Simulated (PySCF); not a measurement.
Ga(F)2(nBu), SMILES CCC[CH2][Ga]([F])[F], singlet (GFN2-xTB optimised geometry):

```
16

Ga    -2.391     0.597     0.000
F     -3.286    -0.923     0.008
F     -3.491     1.975     0.000
C     -0.333     0.597     0.000
C      0.166    -0.829     0.160
C      1.691    -0.918     0.039
C      2.423    -0.217     1.177
H     -0.010     1.041    -0.943
H     -0.024     1.250     0.816
H     -0.144    -1.224     1.132
H     -0.286    -1.462    -0.610
H      1.966    -1.975     0.038
H      2.006    -0.493    -0.916
H      2.074    -0.585     2.140
H      2.274     0.859     1.142
H      3.491    -0.409     1.107
```

Computed with PySCF with B3LYP/def2-TZVP.

**Question.** What are the frontier orbital energies and the dipole moment?

**Answer.** HOMO-2 -9.57 eV, HOMO-1 -9.45 eV, HOMO -8.32 eV, LUMO -1.36 eV, LUMO+1 -1.09 eV; dipole moment 4.02 D.

On the same geometry PBE/def2-TZVP in PySCF 2.14.0 gives HOMO-2 -8.32 eV, HOMO-1 -8.22 eV, HOMO -7.25 eV, LUMO -1.93 eV, LUMO+1 -1.57 eV; dipole moment 3.88 D.

Meta-Löwdin charges at B3LYP/def2-TZVP: Ga1 1.07, F2 -0.50, F3 -0.50, C4 -0.37, C5 -0.17, C6 -0.18, C7 -0.33, H8 0.13, H9 0.13, H10 0.10, H11 0.11, H12 0.10, H13 0.10, H14 0.10, H15 0.10, H16 0.11.
